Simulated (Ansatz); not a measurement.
Gas-phase electronic energies from Ansatz, PBE0-D4/def2-TZVP geometries. CCSD(T)/CBS is the MP2 limit (def2-TZVPP, def2-QZVPP) plus CCSD(T) − MP2 in def2-TZVPP, frozen cores. This one scheme is used for every species. Functionals use def2-TZVPP. B3LYP here is the variant with VWN-RPA as its local correlation; programs differ in this. def2 core potentials past Kr. For Te outer-core shells are correlated without core-valence functions, which leaves a few kJ/mol of doubt a bond. One conformer a species, not always the lowest.

Reaction (ligand exchange at a Te–C bond): `N[SiH2]C[TeH]` + PH₃ → `P[TeH]` + `C[SiH2]N`

(1) Is it downhill or uphill in electronic energy at CCSD(T)/CBS, and by how much? (Best estimate.)

(2) What do these levels give: B3LYP-D4, r2SCAN0-D4, revPBE, BLYP, MP2/def2-TZVPP, MP2/CBS(def2)? (Best estimate.)

Largest T1 diagnostic among the species: 0.013.

Answers

(1) The calculation gave: Downhill: ΔE = -56.7 kJ/mol.

(2) The calculation gave: B3LYP-D4 -64.0, r2SCAN0-D4 -67.2, revPBE -71.5, BLYP -69.5, MP2/def2-TZVPP -54.2, MP2/CBS(def2) -57.8 kJ/mol.

Leaving LDA and LC-ωPBE aside and taking each functional with its dispersion term where it has one, the values, not all of them listed here, spread over 6.5 kJ/mol, from r2SCAN0-D4 to ωB97X-V. LDA lies +6.7 kJ/mol from PBE without D4. The D4 term adds +5.5 kJ/mol with B3LYP and +3.2 kJ/mol with PBE0; it sums over pairs of atoms, weighted by their polarisabilities, and B3LYP, whose exchange is more repulsive, gets the larger term.
